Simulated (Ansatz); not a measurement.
Calculated with Ansatz (gas phase, PBE0-D4/def2-TZVP geometries, no zero-point term in ΔE). CCSD(T)/CBS adds triple-zeta CCSD(T) − MP2 to the extrapolated MP2 energy (def2 sets, frozen cores). This one scheme is used for every species. Functionals use def2-TZVPP. B3LYP here is the variant with VWN-RPA as its local correlation; programs differ in this. Each species was taken in one conformer, which may not be the lowest.

Reaction (formal exchange of groups at the Si–S bond): `S[SiH]1BCC1` + CH₄ → `C[SiH]1BCC1` + H₂S

```
             level  ΔE (kJ/mol)
          B3LYP-D4         72.8
     HF/def2-TZVPP         70.1
SCS-MP2/def2-TZVPP         71.2
SCS-MP2/def2-QZVPP         72.5
```

Problem. What does CCSD(T)/CBS give? (An estimate is asked.)

Solution. Computed: +71.0 kJ/mol. The listed levels differ from it by 1.8, -0.9, 0.2, 1.5 kJ/mol.

Largest T1 diagnostic among the species: 0.011.
